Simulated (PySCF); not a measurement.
C2H8Si2 (SMILES C1[SiH2]C[SiH2]1), singlet, at a GFN2-xTB geometry. Base run: PySCF with DF-M062X/6-31G**.

Here is a job for PySCF.
```python
from pyscf import gto, scf, dft

mol = gto.M(
    atom='''
C     0.252094    0.385150    1.246407
Si    1.345512   -0.266337   -0.189850
C    -0.253626   -0.395265   -1.242925
Si   -1.344790    0.271105    0.188208
H     0.499997    1.387923    1.584982
H     0.250765   -0.244754    2.132407
H     2.328275    0.697745   -0.691746
H     2.007125   -1.546267    0.077003
H    -0.256489    0.220533   -2.138708
H    -0.500352   -1.403859   -1.564856
H    -1.986513    1.559711   -0.085405
H    -2.343726   -0.677097    0.688412
''',
    basis='6-31g**',
    charge=0,
    spin=0,
    verbose=5,
)

mf = dft.RKS(mol)
mf.xc = 'm062x'
mf = mf.density_fit(auxbasis='def2-universal-jkfit')
mf.kernel()
```

All variants below ran on the same shared machine, one core each. Differences are taken from the largest basis of the Pople family in the series, which isn't the basis-set limit (6-311+G(2d,p): -659.958578 Eh). The cheapest run took roughly 4 core-seconds.

| setting | basis functions | cost, times the cheapest (rough) | difference in total energy (mEh) |
|---|---|---|---|
| STO-3G | 36 | 1 | 7564.60 |
| 6-31G | 60 | 2 | 169.36 |
| 6-31G** | 104 | 3 | 83.10 |
| 6-311G** | 136 | 5 | 8.59 |
| 6-311+G(2d,p) | 172 | 7 | reference |

Times come from a shared machine, hold the start-up and are rough. Total energies converge more slowly with the basis than energy differences do.
